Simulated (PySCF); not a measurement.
Structure with atom numbers: `[CH:1]#[C:2][C:3](=[CH2:4])[O:5][SiH2:6][F:7]`. Hydrogens are named by the atom that carries them. Ha(C4) is cis to C2; Hb(C4) is trans to C2.

Geometry: PBE0-D3(BJ)/def2-SVP; GIAO shifts from PySCF 2.14, gas phase, non-relativistic, averaged over equivalent atoms.

At PBE0/def2-SVP (127 basis functions):
```tsv
atoms	δ (ppm)
C3	138.2
C4	100.8
C1	78.1
C2	76.6
O5	128.1
Si6	-27.6
F7	-148.4
H(Si6)	5.04
Ha(C4)	4.59
Hb(C4)	4.14
H(C1)	2.60
```

δ = σ(ref) − σ, references computed at the same level: ¹³C (193.72 ppm), ²⁹Si (407.17 ppm), ¹H (31.34 ppm) vs TMS; H2O for ¹⁷O (343.04 ppm); CFCl3 for ¹⁹F (214.64 ppm).

Question: Predict the values at mPW1PW91/pcSseg-1 on the same geometry.

Answer: 
| atoms | δ at mPW1PW91/pcSseg-1 | change |
| --- | --- | --- |
| C3 | 146.8 | +8.6 |
| C4 | 106.2 | +5.4 |
| C1 | 84.1 | +6.0 |
| C2 | 81.5 | +4.9 |
| O5 | 133.8 | +5.7 |
| Si6 | -22.1 | +5.5 |
| F7 | -181.8 | -33.4 |
| H(Si6) | 5.06 | +0.02 |
| Ha(C4) | 4.90 | +0.31 |
| Hb(C4) | 4.40 | +0.26 |
| H(C1) | 2.91 | +0.31 |

Shifts are taken against calculated references (same method and geometry level): ¹³C (183.54 ppm) and ²⁹Si (350.83 ppm) and ¹H (31.32 ppm) vs TMS; ¹⁷O (333.30 ppm) vs H2O; ¹⁹F (177.88 ppm) against CFCl3.

The largest change is at F7 (fluorine bonded to Si). Cost: 151 basis functions, 14 s wall time on 1 thread of an Arm Neoverse V1, shared host. The order of the carbon signals is the same at both levels.

Unscaled 19F shifts against computed CFCl3 carry errors that often reach 10 to 50 ppm. Experimental scales use liquid or dissolved standards, which lie at an offset from isolated H2O (liquid H2O: subtract about 36 ppm).
